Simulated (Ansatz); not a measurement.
System: 4-bromopyridine, C5H4BrN, net charge 0, singlet state. SMILES: Brc1ccncc1
Geometry: optimised at B3LYP-D3(BJ)/def2-TZVP (Ansatz, a quantum-chemistry and plane-wave program).

Computed values are from Ansatz. Valence correlation only, unless marked. UHF or UKS for open shells. No spin-orbit coupling. The frozen core is the preceding noble-gas configuration, with the filled d and f shells of earlier blocks. Non-relativistic. CBS marks a two-point X^-3 extrapolation of the correlation energy; Hartree-Fock from the larger set.

```
Property                                                       Value
---------------------  ---------------------------------------------
atomisation energy De  5023.9 kJ/mol at CCSD(T)/CBS(cc-pVTZ,cc-pVQZ)
total energy           -2820.0246 Eh at CCSD(T)/CBS(cc-pVTZ,cc-pVQZ)
dipole moment                          0.69 D at CCSD(T)/aug-cc-pVDZ
T1 diagnostic                                  0.012 at CCSD/cc-pVQZ
```

The Hartree-Fock reference is unstable (checked in the largest basis), which strains HF and MP2.
